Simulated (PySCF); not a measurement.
# Cadmium: a sound run and one with changed settings

Sound run: Cd [Kr] 4d10 5s2, Cd⁺ [Kr] 4d10 5s1. Calculation: PySCF 2.14, in cc-pVDZ-PP with ECP28MDF; scalar relativity through the core potential. The sound run starts from symmetry-adapted Hartree-Fock orbitals and uses a fine grid where one is needed.

A second run was set up differently.

| species | method | sound run (hartree) | changed run (hartree) | converged |
| --- | --- | --- | --- | --- |
| Cd | UHF | -166.83775 | -166.83775 | yes |
| Cd | M06-2X | -167.66411 | -168.14657 | yes |
| Cd | r2SCAN | -167.78613 | -174.60679 | yes |
| Cd⁺ | UHF | -166.56450 | -166.56450 | yes |
| Cd⁺ | M06-2X | -167.33736 | -167.79637 | yes |
| Cd⁺ | r2SCAN | -167.45336 | -174.24872 | yes |

Ionisation energy of Cd:

| method | sound run (eV) | changed run (eV) |
| --- | --- | --- |
| UHF | 7.435 | 7.435 |
| M06-2X | 8.891 | 9.530 |

Task: What was changed?
A. a valence shell is frozen
B. level shift left on
C. angular grid far too coarse
D. minimal basis

Result: C. It used 6 angular points. A coarse angular grid integrates products of high-l functions wrongly, so density functionals can shift, and the SCF can exploit the error; Hartree-Fock and MP2 need no grid.
